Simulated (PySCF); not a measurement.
CH₆AlBO₄, SMILES OB(O)[CH2][Al]([OH])[OH]. The structure is a stationary point at PBE0-D3(BJ)/def2-SVP. The structure was generated by enumeration; whether it is a known compound was not checked. Other conformers were not sampled.

Computed equilibrium geometry at PBE0-D3(BJ)/def2-SVP (PySCF confirms it by a frequency run) as a Z-matrix (one conformer of several):
```
C
H 1 1.0985
H 1 1.1078 2 107.85
B 1 1.5812 2 112.30 3 -117.81
O 4 1.3636 1 123.09 2 -171.86
H 5 0.9742 4 113.16 1 8.29
O 4 1.3650 5 117.84 6 -170.40
H 7 0.9643 4 110.13 5 0.73
O 6 1.8943 5 150.21 4 32.61
H 9 0.9589 6 131.45 5 131.65
Al 9 1.7190 10 126.37 6 143.56
O 11 1.7002 9 117.09 10 0.29
H 12 0.9578 11 126.75 9 -178.08
```
